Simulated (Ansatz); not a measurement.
One change: `BSC` becomes `B[Te]C`.

Ansatz, PBE0-D4/def2-TZVP geometries, multiplicity 1. 

Elements past krypton have def2 core potentials.

| property | `BSC` |
| --- | --- |
| ideal-gas entropy at 298 K and 1 bar (rigid rotor, harmonic PBE0-D4/def2-TZVP) / J/(mol·K) | 288 |
| size of the dipole moment (ωB97M-V/def2-TZVPP) / D | 1.70 |
| HOMO energy (B3LYP/def2-TZVPP) / eV | -7.61 |
| HOMO energy (PBE/def2-TZVPP) / eV | -6.74 |
| HOMO–LUMO gap (PBE/def2-TZVPP) / eV | 4.75 |
| HOMO–LUMO gap (ωB97M-V/def2-TZVPP) / eV | 10.90 |

**Question.** Give the same properties after the change, and the shifts. (Best estimate.)

**Answer.** The calculation gave: 
```csv
property,`B[Te]C`,shift
"ideal-gas entropy at 298 K and 1 bar (rigid rotor, harmonic PBE0-D4/def2-TZVP) / J/(mol·K)",314,26
size of the dipole moment (ωB97M-V/def2-TZVPP) / D,1.32,-0.38
HOMO energy (B3LYP/def2-TZVPP) / eV,-6.61,1.00
HOMO energy (PBE/def2-TZVPP) / eV,-5.91,0.83
HOMO–LUMO gap (PBE/def2-TZVPP) / eV,3.58,-1.17
HOMO–LUMO gap (ωB97M-V/def2-TZVPP) / eV,9.23,-1.67
```

With PBE0 the HOMO rises by 1.03 eV and the LUMO falls by 0.42 eV, so the gap narrows by about 1.45 eV. PBE moves the HOMO by 0.83 eV and ωB97M-V by 1.17 eV. Dipoles are sizes alone; their direction can turn.

B3LYP here is the variant with VWN-RPA as its local correlation; programs differ in this.

Spin–orbit coupling is left out; it splits and shifts lone-pair levels of the heavy atoms by tenths of an eV.
